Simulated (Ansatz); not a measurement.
Spectroscopic constants of BaN, multiplicity 4 (an upper state: multiplicity 2 came lower at CCSD(T)/def2-TZVPP on PBE0 minima). No spin–orbit coupling.

Seven points along R, fitted to fifth degree in 1/R; most abundant isotopes. Runs in def2 and cc sets follow the lowest solution found near the PBE0 minimum.

Correlated levels freeze the inner cores; with def2 sets outer-core shells near the valence are correlated too.

Run with Ansatz (Gaussian basis) for Hartree–Fock, density functionals and correlated methods.  In def2 rows elements past Kr take small-core potentials, without spin–orbit coupling.

| level | r_e (Å) | ω_e (cm⁻¹) | ω_e x_e (cm⁻¹) | dipole (D) |
|---|---|---|---|---|
| PBE/def2-TZVPP | 2.293 | 441 | 2.0 | 3.08 |
| PBE0/def2-TZVPP | 2.288 | ___ | 2.0 | 3.04 |
| wB97X-V/def2-TZVPP | 2.309 | 450 | 1.8 | 2.97 |
| CCSD/def2-TZVPP | 2.324 | 446 | 1.9 | - |
| CCSD(T)/def2-TZVPP | ___ | ___ | 1.9 | - |

Q: Some entries are withheld; supply them.

A: 
- CCSD(T)/def2-TZVPP, r_e (Å): 2.320
- CCSD(T)/def2-TZVPP, ω_e (cm⁻¹): 447
- PBE0/def2-TZVPP, ω_e (cm⁻¹): 454

Ansatz is a program for electronic structure.
